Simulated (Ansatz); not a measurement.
Molecule: TiH₃, net charge 1, singlet state. The spin state was set by rule; other spins were not relaxed. SMILES of the parent species: [TiH3]
Structure (B3LYP-D3(BJ)/def2-TZVP (Ansatz, a quantum-chemistry and plane-wave program) minimum search):
```xyz
4

Ti     0.1479     0.0079    -0.0202
H     -0.1481    -0.4855     1.5646
H     -1.5572     0.5549    -0.4365
H     -1.5485    -0.2426    -0.6831
```
Charge +1, spin multiplicity 1.

Parts of the frozen-core correlation energy in 6-31G (Ansatz, hartree). Frozen orbitals: 9; correlated occupied orbitals by spin: 3 and 3; virtual: 23 and 23. No spin-orbit coupling. Non-relativistic. The restricted reference is unstable.

```json
[
 {"term": "reference (HF)", "value": "-849.71426"},
 {"term": "MP2 opposite-spin", "value": "-0.05194"},
 {"term": "MP2 same-spin", "value": "[?]"},
 {"term": "CCSD correlation", "value": "[?]"},
 {"term": "(T)", "value": "[?]"},
 {"term": "FCI minus CCSD(T)", "value": "-0.00160"},
 {"term": "T1 diagnostic", "value": "0.043"},
 {"term": "largest doubles amplitude", "value": "0.146"}
]
```

Problem. What belongs in the gaps?

Solution. 
- MP2 same-spin, value: -0.00597
- CCSD correlation, value: -0.08863
- (T), value: -0.00271
